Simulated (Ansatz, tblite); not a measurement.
Spin states of the cluster LaCu₄ (the lowest doublet isomer of a short search), each relaxed with r2SCAN-D4/def2-SVP in Ansatz. Electronic energies in the gas phase.

In the def2 sets La takes a core potential; there is no spin–orbit coupling. The xTB rows come from tblite. The structure comes from a short search, and lower isomers may exist.

Doublet geometry:

Cartesian coordinates in Å:
```
La -1.164 1.348 0.185
Cu 1.372 0.295 -0.278
Cu -0.242 -0.209 -1.915
Cu 0.499 -0.088 1.874
Cu -0.464 -1.346 0.134
```

Quartet geometry (Cs within 0.1 Å):

```tsv
atom	x (Å)	y (Å)	z (Å)
La1	0.5589	-1.1134	-1.3833
Cu2	-1.2311	-0.1435	0.6078
Cu3	-0.8573	1.3609	-1.1789
Cu4	0.7400	-1.1273	1.4692
Cu5	0.7895	1.0232	0.4852
```

⟨S²⟩: doublet 0.76 at PBE0-D4/def2-TZVP (pure 0.75), quartet 3.77 at PBE0-D4/def2-TZVP (pure 3.75).

Run but left out: HF/def2-TZVP, PBE-QIDH/def2-TZVP, MP2/def2-TZVP (doublet: ⟨S²⟩ 0.98 to 1.54, where a pure state has 0.75).

Only these spin states were relaxed. Higher spins weren't run and may lie lower.

| level | quartet − doublet (kJ/mol) | lowest of these |
| --- | --- | --- |
| GFN1-xTB | 195.4 | doublet |
| GFN2-xTB | 12.9 | doublet |
| ωB97X-V/def2-TZVP | 40.6 | doublet |

Estimate the rows for PBE-D4/def2-TZVP, r2SCAN-D4/def2-TZVP, PBE0-D4/def2-TZVP.


```csv
level,quartet − doublet (kJ/mol),lowest of these
PBE-D4/def2-TZVP,54.2,doublet
r2SCAN-D4/def2-TZVP,41.9,doublet
PBE0-D4/def2-TZVP,36.3,doublet
```

The xTB methods have no spin-polarisation term.
